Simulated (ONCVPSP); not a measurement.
**What the settings do to the ONCV potential of lanthanum**

Base potential:

```json
{"Element": "lanthanum (La)", "Generator": "ONCVPSP 4.0.1", "Type": "optimised norm-conserving Vanderbilt (ONCV)", "Functional": "LDA (Perdew-Zunger)", "Relativity": "scalar-relativistic", "Frozen core": "[Kr] 4d10", "Valence charge": "11", "Reference configuration": "5s2 5p6 5d1 6s1.5 (charge +0.5)", "Partial waves": "5s+6s: rc 2.10 bohr, ncon 4, nbas 8, qcut 5.3 1/bohr, 2 projectors; 5p: rc 2.20 bohr, ncon 4, nbas 9, qcut 7.6 1/bohr, 2 projectors, debl 0.7 Ha; 5d: rc 3.65 bohr, ncon 3, nbas 8, qcut 4.5 1/bohr, 2 projectors, debl 1 Ha; f scattering state at 0.05 Ha: rc 2.90 bohr, ncon 3, nbas 6, qcut 3.5 1/bohr, 1 projector", "Local potential": "polynomial inside 1.45 bohr (lpopt 5, dvloc0 4 Ha)", "Core correction": "Teter function fitted to the true core (icmod 2), fcfact 0.45"}
```

In the p channel the program set the typed energies aside and used -0.929, 0.250 Ha. In the f channel the program set the typed energies aside and used -0.272 Ha.

All-electron outer shells of the reference configuration (LDA (Perdew-Zunger), scalar-relativistic, ld1.x):

```tsv
shell	level (eV)	outermost node (bohr)	outermost maximum (bohr)
5s	-41.88	0.77	1.41
5p	-25.28	0.83	1.58
6s	-6.14	1.85	3.65
5d	-5.84	0.95	2.21
```

Cutoffs, loose and tight: the cutoffs (Ha) at which the residual kinetic energy of the hardest occupied pseudo-wave falls to 1 and 0.1 mHa per electron. They do not see the model core or the augmentation charge, which bear on the density cutoff. Test errors are all-electron minus pseudo excitation energies from the reference, over the configurations 5s2 5p6 5d1 6s2; 5s2 5p6 5d1 6s1; 5s2 5p6 5d1 6s0; 5s1 5p6 5d1 6s2. A dash means not determined; rows that change the core or the reference have their own tests.

| change | outcome | cutoff, loose | cutoff, tight | bound ghosts | GHOST(+) flags above zero | largest test error (meV) |
| --- | --- | --- | --- | --- | --- | --- |
| base | generated, projector energies reset by the program | 15 Ha | 19 Ha | none | s, d | -55 |
| local potential polynomial inside 1.45 bohr (lpopt 5, dvloc0 7 Ha) | generated, projector energies reset by the program | 15 Ha | 19 Ha | none | s | -55 |
| p: nbas 7 | generated, projector energies reset by the program | 15 Ha | 19 Ha | none | s, d | -55 |
| s: nproj 4 | generated, projector energies reset by the program | 15 Ha | 19 Ha | none | s, d | -55 |
| s: qcut 3.3 | generated, projector energies reset by the program | 33 Ha | 41 Ha | none | s, d | -172 |
| local potential polynomial inside 1.70 bohr (lpopt 5, dvloc0 3 Ha) | generated, projector energies reset by the program | 15 Ha | 19 Ha | none | s, d | -55 |
| core correction Teter function fitted to the true core (icmod 2), fcfact 0.44 | generated, projector energies reset by the program | 15 Ha | 19 Ha | none | s, d | -55 |

Task: What comes out with this change to the base: core correction Teter function, fcfact 2.5, rcfact 1.3?

Result: outcome: generated, projector energies reset by the program; cutoff, loose: 15 Ha; cutoff, tight: 19 Ha; bound ghosts: none; GHOST(+) flags above zero: s, d; largest test error (meV): -45.

Task: What comes out with this change to the base: p: rc 2.34?

Result: outcome: generated, projector energies reset by the program; cutoff, loose: 14 Ha; cutoff, tight: 18 Ha; bound ghosts: none; GHOST(+) flags above zero: s, d; largest test error (meV): -51.
